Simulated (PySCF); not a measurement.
ZrI₄, SMILES [Zr]([I])([I])([I])[I], multiplicity 1.

Geometry: ωB97X-D3(BJ)/def2-SVP. The multiplicity is an assumed one; other spin states were not compared. The isomer is the one that the SMILES or the coordinates give; other isomers of the formula were not compared. The def2 effective core potentials stand for the cores of I, Zr; spin–orbit coupling is left out.

The numbers are results of TDDFT-PBE0/def2-SVPD in PySCF 2.14.0, not measurements.

Vertical excitations; the highest root listed may be one member of a degenerate set. The molecule is in vacuum. State labels are in the subgroup D2.

| state | symmetry | energy (eV) | λ (nm) | f | main pairs |
|---|---|---|---|---|---|
| S1 | B1 | 3.78 | 328 | 0.000 | HOMO−2→LUMO (degenerate set) |
| S2 | B3 | 3.78 | 328 | 0.000 | HOMO→LUMO+1, HOMO→LUMO (degenerate set) |
| S3 | B2 | 3.78 | 328 | 0.000 | HOMO−1→LUMO+1, HOMO−1→LUMO (degenerate set) |
| S4 | B2 | 3.97 | 312 | 0.034 | HOMO−1→LUMO, HOMO−1→LUMO+1 (degenerate set) |
| S5 | B3 | 3.97 | 312 | 0.034 | HOMO→LUMO, HOMO→LUMO+1 (degenerate set) |
| S6 | B1 | 3.97 | 312 | 0.034 | HOMO−2→LUMO+1 (degenerate set) |
| S7 | A | 4.37 | 284 | 0.000 | HOMO→LUMO+4 30 %, HOMO−1→LUMO+3 30 %, HOMO−2→LUMO+2 30 % |
| S8 | B3 | 4.39 | 282 | 0.000 | HOMO−2→LUMO+3, HOMO−1→LUMO+2, HOMO−3→LUMO, HOMO−3→LUMO+1 (degenerate set) |
| S9 | B2 | 4.39 | 282 | 0.000 | HOMO→LUMO+2, HOMO−2→LUMO+4, HOMO−4→LUMO, HOMO−4→LUMO+1 (degenerate set) |
| S10 | B1 | 4.39 | 282 | 0.000 | HOMO→LUMO+3, HOMO−1→LUMO+4, HOMO−5→LUMO+1 (degenerate set) |
| T1 | B1 | 3.57 | 347 | 0 | HOMO−2→LUMO+1 (degenerate set) |
| T2 | B3 | 3.57 | 347 | 0 | HOMO→LUMO, HOMO→LUMO+1 (degenerate set) |
| T3 | B2 | 3.57 | 347 | 0 | HOMO−1→LUMO, HOMO−1→LUMO+1 (degenerate set) |
| T4 | B1 | 3.68 | 337 | 0 | HOMO−2→LUMO 96 % |
Triplets are in the Tamm–Dancoff approximation, which puts them higher than full response would, so one can lie above its singlet here.
